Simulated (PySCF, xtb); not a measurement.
Ge(H)2(OEt)(NH2) (C₂H₉GeNO), SMILES CC[O][GeH2][NH2].

GFN2-xTB (xtb 6.7.1) at its own geometry gives an orbital gap of 7.73 eV and a dipole moment of 2.47 D.

Coordinates come from a PBE-D3(BJ)/def2-SVP optimisation. One conformer was computed; it need not be the lowest.

Problem. What does M06-2X/def2-TZVP in PySCF give? (An estimate is asked for; the answer gives what the named calculation found.)

Solution. gap 10.21 eV (levels -8.97 and 1.24 eV), dipole 2.00 D.
